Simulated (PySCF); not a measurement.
Gas-phase reaction: 2 ZrOCl₂ + O₂ ⇌ 2 ZrO₂ + 4 Cl

Energies from PySCF (xtb for GFN2), thermal terms from the rigid-rotor harmonic-oscillator model, ideal gas at 1 bar. S°(298 K) at PBE0/def2-TZVP differs from the NASA 1993 table for ZrO₂ (-6 J/mol/K); whether the harmonic model or the table's entry is off was not settled. † marks an energy on the PBE0/def2-TZVP geometry and frequencies; other levels use their own. MP2 and CCSD(T) freeze the core. Open shells (unrestricted): O₂ (multiplicity 3), Cl (multiplicity 2, electronic degeneracy 6); the rest are closed-shell singlets. GFN2 has no spin-polarisation term. Spin-orbit splitting is ignored; it lowers the true energy and changes the entropy of Cl. Zr: scalar-relativistic def2 core potential, no spin-orbit coupling. ZrOCl₂: computed as isolated molecules; such fragments, hydroxides, amides, oligomers or adducts are transient or little studied in the gas. MP2 isn't extrapolated to the basis-set limit; its ΔH°(298 K) is 1108.0 kJ in def2-SVP and 1144.3 kJ in def2-TZVPP. CCSD(T) isn't extrapolated to the basis-set limit; its ΔH°(298 K) is 1123.2 kJ in def2-SVP and 1150.6 kJ in def2-TZVPP. The harmonic model lacks anharmonicity and excited electronic states, which grow with temperature; levels with a mode under 35 cm⁻¹ are left out. Soft modes under 120 cm⁻¹ make the harmonic entropy rough for ZrOCl₂. Warning, large T1 diagnostic: ZrO₂ (CCSD(T)/def2-TZVPP†).

```tsv
level	ΔE electronic, kJ	ΔH°(298 K), kJ	ΔS°(298 K), J/K	ΔG°(2000 K), kJ
BLYP/def2-TZVP†	1103	1098	322	457
CCSD(T)/def2-TZVPP†	1156	1151	322	510
GFN2-xTB	1286	1278	338	602
HF/def2-TZVP†	1109	1103	322	462
M06-2X/def2-TZVP†	1219	1213	322	572
MP2/def2-SVP†	1114	1108	322	467
PBE/def2-SVP	1225	1219	323	576
PBE0/def2-TZVP	1207	1201	322	560
```
ΔH° is lowest at BLYP/def2-TZVP† and highest at GFN2-xTB. No reference value is set beside these.
